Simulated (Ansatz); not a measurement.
Geometry optimisation, RKS r2SCAN-D4/def2-SVP (Ansatz).

The input (input.yaml):

```yaml
crystal:
  periodic: [false, false, false]
  atoms:
    - { symbol: "N", position_ang: [-0.2278, 2.1953, 0.9416] }
    - { symbol: Si, position_ang: [-0.6484, 0.6878, 0.3359] }
    - { symbol: C, position_ang: [0.8407, -0.1568, -0.2568] }
    - { symbol: Si, position_ang: [0.4368, -1.8216, -0.8078] }
    - { symbol: Cl, position_ang: [-0.5159, -1.778, -2.6708] }
    - { symbol: H, position_ang: [0.71405, 2.29098, 1.19894] }
    - { symbol: H, position_ang: [-0.32961, 2.9083, 0.1657] }
    - { symbol: H, position_ang: [-1.6052, 0.9119, -0.7361] }
    - { symbol: H, position_ang: [-1.2614, 0.0135, 1.5252] }
    - { symbol: H, position_ang: [1.6028, -0.2377, 0.5954] }
    - { symbol: H, position_ang: [1.3529, 0.3961, -1.0292] }
    - { symbol: H, position_ang: [1.5819, -2.6846, -0.941] }
    - { symbol: H, position_ang: [-0.6161, -2.4896, 0.1154] }
basis:
  gaussian: { orbitals: def2-SVP }
hamiltonian:
  xc: r2scan
  dispersion: d4
relax:
  f_tol: 0.015
  max_steps: 40
```

Run as:

```bash
$ ansatz run input.yaml --threads 2 --pin off --max-ram 3072MiB --backend cpu --events-out ev --progress --plain --runs-dir out
```

**Question.** Where does it end, and by what steps?

**Answer.** The forces met the threshold. The force dipped under the threshold on the way, but the program's further checks kept it going. After 22 steps the energy has fallen by 0.655 eV; H6 moved furthest, 0.88 Å.

```csv
step,energy less start (eV),largest force component (eV/Å),accepted
0,0.0000,3.330,yes
1,-0.5285,0.952,yes
2,-0.6012,0.634,yes
3,-0.6197,0.239,yes
4,-0.6336,0.463,yes
5,-0.6441,0.111,yes
6,-0.6438,0.197,no
7,-0.6458,0.025,yes
8,-0.6470,0.017,yes
9,-0.6466,0.262,no
10,-0.6481,0.071,yes
11,-0.6492,0.043,yes
12,-0.6489,0.167,no
13,-0.6500,0.050,yes
14,-0.6508,0.045,yes
15,-0.6518,0.056,yes
16,-0.6518,0.121,yes
17,-0.6529,0.080,yes
18,-0.6535,0.032,yes
19,-0.6538,0.006,yes
20,-0.6544,0.052,yes
21,-0.6546,0.027,yes
22,-0.6547,0.008,yes
```

```xyz
13
Properties=species:S:1:pos:R:3
N -0.244 2.366 0.908
Si -0.627 0.855 0.155
C 0.855 -0.236 -0.318
Si 0.457 -1.998 -0.779
Cl -1.076 -2.022 -2.192
H 0.132 2.396 1.850
H 0.117 3.136 0.355
H -1.387 1.167 -1.088
H -1.460 0.072 1.118
H 1.550 -0.279 0.544
H 1.407 0.243 -1.147
H 1.623 -2.707 -1.379
H -0.021 -2.759 0.410
```

Whether the end is a true minimum wasn't checked by a vibrational analysis.

Run time: 73 s on 2 threads of Intel(R) Xeon(R) Platinum 8488C (Sapphire Rapids), with other jobs on the host, peak memory 0.21 GiB.
